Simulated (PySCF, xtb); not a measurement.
(3E)-hexa-1,3-diene (C₆H₁₀), SMILES C(/C=C)=C\CC. One conformer was computed; it need not be the lowest.

Harmonic wavenumbers (cm⁻¹) from GFN2-xTB run with xtb at its own minimum, in rising order: 54, 144, 159, 179, 245, 374, 444, 490, 633, 783, 823, 880, 933, 963, 986, 1035, 1047, 1078, 1141, 1187, 1226, 1250, 1289, 1297, 1333, 1409, 1415, 1478, 1501, 1505, 1668, 1687, 2944, 2984, 3032, 3033, 3038, 3046, 3049, 3060, 3099, 3129.

Task: What does PBE0-D3(BJ)/def2-SVP (PySCF) give at its own minimum? (An estimate is asked for; the answer gives what the named calculation found.)

Result: 68, 154, 179, 196, 266, 385, 448, 500, 665, 783, 881, 918, 929, 954, 985, 1043, 1049, 1090, 1139, 1212, 1250, 1285, 1309, 1312, 1352, 1392, 1433, 1451, 1467, 1478, 1700, 1761, 3039, 3054, 3102, 3145, 3149, 3155, 3155, 3161, 3171, 3268. Paired by order, the mean absolute difference is 39 cm⁻¹ and the zero-point energies are 87.3 and 89.3 kcal/mol.
